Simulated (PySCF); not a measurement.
# As¹⁰⁺: ionisation energy

As¹⁰⁺ [Ar] 3d5 (6S) → As¹¹⁺ [Ar] 3d4 (5D), as a difference of total energies. Calculation: PySCF 2.14, in an even-tempered Gaussian basis (20 s from 0.49 bohr⁻², ratio 2.5; 13 p from 0.64 bohr⁻², ratio 2.5; 9 d from 0.64 bohr⁻², ratio 2.5; 4 f from 3.5 bohr⁻², ratio 2.7; 4 g from 5.3 bohr⁻², ratio 2.7); the spin-free X2C one-electron Hamiltonian (Gaussian nucleus). Correlated levels: outer shells: [Ne] frozen; virtual orbitals above 40 to 60 times the deepest correlated orbital energy dropped. The calculations carry no spin-orbit coupling.

```csv
method,ionisation energy (eV)
UHF,296.10
PBEsol,296.29
B2PLYP,296.58
MP2 (outer shells),297.03
SCS-MP2 (outer shells),296.59
```

**Question.** How much does correlation contribute at MP2 (outer shells)?

**Answer.** 297.03 − (296.10) = 0.93 eV, measured against UHF.

The reference lies between the lowest fine-structure levels, while these numbers refer to the centres of the terms.

For comparison: 296 ± 2.4 eV (theoretical estimate listed by NIST; NIST Atomic Spectra Database, ionization energies).
